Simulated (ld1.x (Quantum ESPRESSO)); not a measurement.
**Configuration tests for Cl (TM)**

* Element: chlorine (Cl)
* Generator: ld1.x (Quantum ESPRESSO) 7.5
* Type: norm-conserving Troullier–Martins (Kleinman–Bylander form)
* Functional: PBE
* Relativity: non-relativistic
* Frozen core: [Ne]
* Valence charge: 7
* Reference configuration: 3s2 3p5
* Partial waves: 3s (bound): rc 1.10 bohr; 3p (bound): rc 1.15 bohr; 3d channel at 0.35 Ry: rc 0.95 bohr
* Local potential: the d channel
* Core correction: none

Energies are relative to the spin-unpolarised reference configuration 3s2 3p5; without spin polarisation the order of configurations can differ from experiment.

(1) Give the all-electron excitation energy and the error of the potential for: 3s2 3p4; 3s2 3p3; 3s2 3p2; 3s2 3p5.3; 3s1 3p5; 3s2 3p1; 3s1 3p6.

Levels in the configuration 3s2 3p1:

```tsv
level	all-electron (eV)	pseudo (eV)
3s	-73.527	-73.396
3p	-59.516	-59.453
```

Note: ghost state, extra bound levels that the all-electron valence spectrum of the same l lacks: s at -60.4 eV. A true bound ghost makes a file unfit for plane-wave use.

Answers

(1)

```json
{"valence configuration": "3s2 3p4", "charge": "+1", "ΔE all-electron (eV)": "13.890", "error AE − PS (meV)": "+3.3"}
{"valence configuration": "3s2 3p3", "charge": "+2", "ΔE all-electron (eV)": "39.349", "error AE − PS (meV)": "+17"}
{"valence configuration": "3s2 3p2", "charge": "+3", "ΔE all-electron (eV)": "77.663", "error AE − PS (meV)": "+48"}
{"valence configuration": "3s2 3p5.3", "charge": "-0.3", "ΔE all-electron (eV)": "-2.142", "error AE − PS (meV)": "+0.2"}
{"valence configuration": "3s1 3p5", "charge": "+1", "ΔE all-electron (eV)": "26.408", "error AE − PS (meV)": "+10"}
{"valence configuration": "3s2 3p1", "charge": "+4", "ΔE all-electron (eV)": "129.903", "error AE − PS (meV)": "+98"}
{"valence configuration": "3s1 3p6", "charge": "0", "ΔE all-electron (eV)": "11.973", "error AE − PS (meV)": "+2.3"}
```
